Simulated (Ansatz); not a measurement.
Calculated with Ansatz (gas phase, PBE0-D4/def2-TZVP geometries, no zero-point term in ΔE). CCSD(T)/CBS adds triple-zeta CCSD(T) − MP2 to the extrapolated MP2 energy (def2 sets, frozen cores). Functionals use def2-TZVPP. For Ge outer-core shells are correlated without core-valence functions, which leaves a few kJ/mol of doubt a bond. Scalar relativity is left out up to krypton. Each species was taken in one conformer, which may not be the lowest.

Consider the redistribution: `BBC[SiH3]` + `Cl[CH2][GeH3]` → `BBCl` + `[SiH3]C[CH2][GeH3]`.

| level | ΔE (kJ/mol) | difference from CCSD(T)/CBS |
| --- | --- | --- |
| PBE-D4 | -84.6 | 7.7 |
| PBE0-D4 | -88.0 | 4.3 |
| ωB97X-V | -89.4 | 2.9 |
| ωB97M-V | -88.3 | 4.0 |
| B2PLYP | -91.3 | 1.0 |
| PBE | -83.8 | 8.5 |
| r2SCAN | -86.7 | 5.6 |
| HF/def2-QZVPP | -95.0 | -2.7 |
| MP2/def2-QZVPP | -95.7 | -3.4 |
| MP2/CBS(def2) | -95.0 | -2.7 |
| CCSD(T)/CBS | -92.3 | 0 |

Largest T1 diagnostic among the species: 0.012.

From PBE to PBE0 (25 % exact exchange), in def2-TZVPP and without D4, ΔE moves by −3.5 kJ/mol.
